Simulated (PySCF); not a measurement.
The group X on formyl-X is varied. All species are isolated molecules in the gas phase. One relaxed conformer stands for each flexible species; it need not be the lowest. Strings in code marks are SMILES.

Level of theory: PBE-D3(BJ)/def2-TZVP // B3LYP-D3(BJ)/def2-TZVP (PySCF). All candidates: neutral, multiplicity 1. 

```yaml
HOMO: -5.79 eV
HOMO–LUMO gap: 5.35 eV
LUMO: -0.44 eV
```

Task: Identify which member has these values.
A. `O=C[SiH3]`
B. `CC(=O)C=O` (O–C–C–O torsion 180°)
C. `CN(C)C=O` (C–N–C–O torsion 0°)
D. `O=C[SeH]` (O–C–Se–H torsion 180°)

Result: C, `CN(C)C=O` (C–N–C–O torsion 0°). The others give `O=C[SiH3]`: -5.68 eV, 2.85 eV, -2.83 eV; `O=C[SeH]` (O–C–Se–H torsion 180°): -6.45 eV, 4.21 eV, -2.24 eV; `CC(=O)C=O` (O–C–C–O torsion 180°): -5.90 eV, 2.06 eV, -3.85 eV
